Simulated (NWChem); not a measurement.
System: C$_{4}$H$_{4}$OSi; SMILES C#C[Si@@H]1C=CO1

The following NWChem deck was run.

```
start job
memory heap 200 mb stack 900 mb global 1100 mb
geometry units angstroms noautosym nocenter noautoz
  C     -0.016617    -2.827437    -0.481686
  C     -0.004657    -1.685653    -0.066786
  Si    -0.031474     0.007420     0.594066
  C     -1.111005     1.289149    -0.170099
  C      0.057235     1.824304    -0.581494
  O      1.135136     1.046331    -0.164040
  H     -0.018760    -3.828831    -0.853128
  H      0.150143    -0.049996     2.062456
  H     -2.116759     1.645608    -0.331264
  H      0.306175     2.715429    -1.156050
end
basis spherical
  * library pcsseg-1
end
dft
  xc kt2
  iterations 150
end
property
  shielding
end
task dft property
```

Coordinates come from a B3LYP/6-31G* (spherical d) optimisation.

GIAO values for the isolated, static molecule; σ is the absolute isotropic shielding, δ = σ(reference) − σ with the isolated reference molecule computed at the same levels (13C: tetramethylsilane, 1H: tetramethylsilane, 17O: water).

Atoms are numbered as in the input.

### Question
Predict the main results of this run. (KT2/pcSseg-1, GIAO.) Quantities: δ C1 (ppm); δ C2 (ppm); δ C4 (ppm); δ C5 (ppm); δ O6 (ppm); δ H7 (ppm); δ H10 (ppm).

### Answer
```
Property     Value
-----------  -----
δ C1 (ppm)   100.3
δ C2 (ppm)    78.8
δ C4 (ppm)    95.3
δ C5 (ppm)   170.9
δ O6 (ppm)   160.9
δ H7 (ppm)    2.97
δ H10 (ppm)   7.66
```
